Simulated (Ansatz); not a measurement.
This geometry of BrGaH3O (6 atoms, charge 1, multiplicity 1) is a first-order saddle point.

Method: RKS r2SCAN-D4/def2-mTZVP in Ansatz.

```xyz
6
Properties=species:S:1:pos:R:3
O -0.517 0.275 -0.888
Ga 0.662 0.151 0.775
Br 0.257 -1.833 1.660
H -1.484 0.274 -0.768
H -0.342 -0.340 -1.623
H 1.424 1.473 0.844
```

(1) Which two structures does it join? (They come from a converged band through this point; their orientation in space is the band's.)

(2) How far does it lie above each of them?

Answers

(1) No bond is made or broken. The dihedral H5–O1–Ga2–Br3 goes from -179 to 0°. The two ends are copies of one structure, up to a mirror image or an exchange of like atoms.

Image 0:

```xyz
6
Properties=species:S:1:pos:R:3
O -0.539 0.096 -0.801
Ga 0.679 0.109 0.766
Br 0.051 -1.680 1.900
H -1.217 -0.587 -0.945
H -0.561 0.733 -1.536
H 1.586 1.328 0.617
```

Image 8:

```xyz
6
Properties=species:S:1:pos:R:3
O -0.535 0.092 -0.805
Ga 0.679 0.109 0.766
Br 0.053 -1.681 1.901
H -0.563 0.738 -1.533
H -1.218 -0.586 -0.947
H 1.585 1.329 0.618
```

(2) 17.5 kJ/mol above the first and 17.5 kJ/mol above the second. This is the barrier of this one path; another mechanism may lie lower. Limits of this set-up: the dipole of an ion depends on the origin.

The run took 3.6 min on 2 threads of Arm Neoverse V1, with other jobs on the host, peak memory 0.18 GiB.
